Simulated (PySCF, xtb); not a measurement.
**A geometry optimisation of BGaH2Si with r2SCAN-D4/def2-SVP**

The starting geometry of this gas-phase singlet was built from a drawn formula by distance geometry; its bonds are those of `[B]1=[SiH][GaH]1`.

```xyz
5

B    -2.6621   -1.6607   -0.0988
Ga   -0.6008   -0.9751   -0.0986
Si   -2.4968    0.0065   -0.5593
H    -3.2520    1.1321   -0.9313
H     0.6792   -0.7411   -0.3363
```

Question: Where would you expect an optimisation with r2SCAN-D4/def2-SVP to take it?

Answer: It keeps its bonds, and is `[B]1=[SiH][GaH]1`. Distances that change by over a tenth: B1–Ga2 (2.17 → 1.94 Å), Ga2–Si3 (2.18 → 2.49 Å), Ga2–H5 (1.32 → 1.55 Å).

The energy falls by 1.61 eV over 13 steps:

| step | E − E(last) (eV) |
| --- | --- |
| 1 | 1.611 |
| 2 | 0.474 |
| 4 | 0.026 |
| 5 | 0.006 |
| 6 | 0.002 |
| 8 | 0.000 |
| 9 | 0.000 |
| 10 | 0.000 |
| 12 | 0.000 |
| 13 | 0.000 |

Final geometry (Å):

```yaml
atoms:
  - { symbol: B, position_ang: [-2.4461, -1.6919, -0.0499] }
  - { symbol: Ga, position_ang: [-0.5929, -1.1485, -0.1889] }
  - { symbol: Si, position_ang: [-2.7614, 0.0186, -0.5748] }
  - { symbol: H, position_ang: [-3.5385, 1.2464, -0.9533] }
  - { symbol: H, position_ang: [0.9406, -0.9313, -0.2212] }
```

From the same start GFN2-xTB ends elsewhere, differing in Ga2–Si3 (2.88 against 2.49 Å here).

No frequencies were run, so the end isn't proven a minimum. Run with PySCF 2.14.0, 77 s on 2 threads of Arm Neoverse V1 (shared host).
